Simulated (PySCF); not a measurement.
C3H8S, SMILES C(S)CC, GFN2-xTB optimised geometry.

```
12

C      1.86    -0.47     0.00
C      0.34    -0.47     0.00
C     -0.21     0.95     0.00
S     -2.03     0.99     0.09
H      2.25     0.04    -0.88
H      2.24    -1.49    -0.01
H      2.25     0.03     0.89
H     -0.03    -1.00     0.88
H     -0.03    -1.00    -0.88
H      0.13     1.49     0.88
H      0.10     1.49    -0.89
H     -2.25     0.31    -1.04
```

Density from B3LYP/def2-TZVP in PySCF 2.14.0 at that geometry.

Minimum of the electron density along straight lines between bonded atoms, close to the bond critical point (lines longer than 1.1 times the sum of covalent radii, or with two minima, are not listed):

```tsv
bond	length / Å	ρ at the minimum / e bohr⁻³	∇²ρ there / e bohr⁻⁵	position (fraction from the first atom)
C1–C2	1.524	0.247	-0.62	0.50
C2–C3	1.520	0.252	-0.64	0.49
C3–S4	1.827	?	-0.28	0.47
C1–H5	1.088	0.281	-0.96	0.64
C1–H6	1.087	0.281	-0.97	0.64
C1–H7	1.088	0.281	-0.97	0.64
C2–H8	1.092	0.282	-0.97	0.64
C2–H9	1.093	0.280	-0.96	0.64
C3–H10	1.090	0.283	-0.98	0.64
C3–H11	1.090	0.284	-0.99	0.64
S4–H12	1.332	?	-0.66	0.63
```

Task: Complete the blanks.

Result: 
- C3–S4, ρ at the minimum / e bohr⁻³: 0.178
- S4–H12, ρ at the minimum / e bohr⁻³: 0.221
